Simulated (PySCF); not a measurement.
CH₃O₂, charge +1, singlet, at a GFN2-xTB geometry; REVPBE/6-31G** (PySCF).

Input for PySCF:
```python
from pyscf import gto, scf, dft

mol = gto.M(
    atom='''
O    -0.99670430   -0.48679131   -0.02050171
C     0.16260915    0.52937802   -0.00703074
O     1.22437017    0.11575511    0.11238354
H    -0.70362568   -1.42889272   -0.05203392
H    -0.30185128    1.51257374   -0.07705403
H    -1.79150481   -0.29165963   -0.56378237
''',
    basis='6-31g**',
    charge=1,
    verbose=4,
)

mf = dft.RKS(mol)
mf.xc = 'revpbe'
mf.grids.atom_grid = (99, 590)
mf.grids.prune = None
mf.kernel()
```

It wrote (shortened):

```
PySCF version 2.14.0

[INPUT] verbose = 4
[INPUT] num. atoms = 6
[INPUT] num. electrons = 24
[INPUT] charge = 1
[INPUT] spin (= nelec alpha-beta = 2S) = 0
[INPUT] symmetry False subgroup None
[INPUT] Mole.unit = angstrom
[INPUT] Symbol           X                Y                Z      unit          X                Y                Z       unit  Magmom
[INPUT]  1 O     -0.996704300000  -0.486791310000  -0.020501710000 AA   -1.883498154176  -0.919902255718  -0.038742616985 Bohr   0.0
[INPUT]  2 C      0.162609150000   0.529378020000  -0.007030740000 AA    0.307286758848   1.000379474165  -0.013286173053 Bohr   0.0
[INPUT]  3 O      1.224370170000   0.115755110000   0.112383540000 AA    2.313724296387   0.218745455419   0.212374111509 Bohr   0.0
[INPUT]  4 H     -0.703625680000  -1.428892720000  -0.052033920000 AA   -1.329659829411  -2.700215902185  -0.098329857988 Bohr   0.0
[INPUT]  5 H     -0.301851280000   1.512573740000  -0.077054030000 AA   -0.570416249549   2.858350111809  -0.145611013494 Bohr   0.0
[INPUT]  6 H     -1.791504810000  -0.291659630000  -0.563782370000 AA   -3.385453441741  -0.551156822292  -1.065394273158 Bohr   0.0

nuclear repulsion = 75.6050543507201
number of shells = 27
number of NR pGTOs = 102
number of NR cGTOs = 57
basis = 6-31g**
ecp = {}

******** <class 'pyscf.dft.rks.RKS'> ********
method = RKS
initial guess = minao
damping factor = 0
level_shift factor = 0
DIIS = <class 'pyscf.scf.diis.CDIIS'>
diis_start_cycle = 1
diis_space = 8
diis_damp = 0
SCF conv_tol = 1e-09
SCF conv_tol_grad = None
SCF max_cycles = 50
direct_scf = True
direct_scf_tol = 1e-13
XC library pyscf.dft.libxc version 7.1.2
    S. Lehtola, C. Steigemann, M. J. T. Oliveira, and M. A. L. Marques,  SoftwareX 7, 1–5 (2018)
XC functionals = revpbe
    Y. Zhang and W. Yang,  Phys. Rev. Lett. 80, 890 (1998)
    J. P. Perdew, K. Burke, and M. Ernzerhof,  Phys. Rev. Lett. 77, 3865 (1996)
    J. P. Perdew, K. Burke, and M. Ernzerhof,  Phys. Rev. Lett. 78, 1396 (1997)
radial grids:
    Treutler-Ahlrichs [JCP 102, 346 (1995); DOI:10.1063/1.469408] (M4) radial grids

becke partition: Becke, JCP 88, 2547 (1988); DOI:10.1063/1.454033
pruning grids: None
grids dens level: 3
symmetrized grids: False
atomic radii adjust function: <function treutler_atomic_radii_adjust>
User specified grid scheme (99, 590)
small_rho_cutoff = 0
Set gradient conv threshold to 3.16228e-05
Initial guess from minao.
tot grids = 350464
init E= -190.637752455097
  HOMO = -0.378260301099779  LUMO = -0.0964729143341625  gap/eV = 7.66783
cycle= 1 E= -189.822703357414  delta_E= 0.815  |g|= 0.856  |ddm|= 2.27
  HOMO = -0.422417621086698  LUMO = -0.245724349261438  gap/eV = 4.80807
cycle= 2 E= -188.614033701199  delta_E= 1.21  |g|=  2.5  |ddm|= 2.39
  HOMO = -0.536359724921713  LUMO = -0.307226322430039  gap/eV = 6.23504
cycle= 3 E= -189.938089930122  delta_E= -1.32  |g|= 0.424  |ddm|= 2.04
  HOMO = -0.541143320341201  LUMO = -0.308984283509059  gap/eV = 6.31737
cycle= 4 E= -189.968044622144  delta_E= -0.03  |g|= 0.144  |ddm|= 0.345
  HOMO = -0.542293041648999  LUMO = -0.316035754190164  gap/eV = 6.15677
cycle= 5 E= -189.971911886109  delta_E= -0.00387  |g|= 0.0172  |ddm|= 0.0961
  HOMO = -0.539267258777628  LUMO = -0.312081065668833  gap/eV = 6.18205
cycle= 6 E= -189.971984777259  delta_E= -7.29e-05  |g|= 0.00451  |ddm|= 0.0177
  HOMO = -0.54006693802884  LUMO = -0.312850979725142  gap/eV = 6.18286
cycle= 7 E= -189.971989547964  delta_E= -4.77e-06  |g|= 0.000856  |ddm|= 0.00406
  HOMO = -0.540022968138838  LUMO = -0.312788260823456  gap/eV = 6.18337
cycle= 8 E= -189.971989708404  delta_E= -1.6e-07  |g|= 0.00013  |ddm|= 0.000737
  HOMO = -0.540032613969073  LUMO = -0.312794865853987  gap/eV = 6.18345
cycle= 9 E= -189.971989711783  delta_E= -3.38e-09  |g|= 1.88e-05  |ddm|= 9.3e-05
  HOMO = -0.540032292763543  LUMO = -0.312793559395467  gap/eV = 6.18348
cycle= 10 E= -189.971989711847  delta_E= -6.41e-11  |g|= 4.72e-06  |ddm|= 1.22e-05
  HOMO = -0.540033147838449  LUMO = -0.312794109524567  gap/eV = 6.18349
Extra cycle  E= -189.971989711821  delta_E= 2.57e-11  |g|= 1.24e-05  |ddm|= 1.25e-05
converged SCF energy = -189.971989711821
```
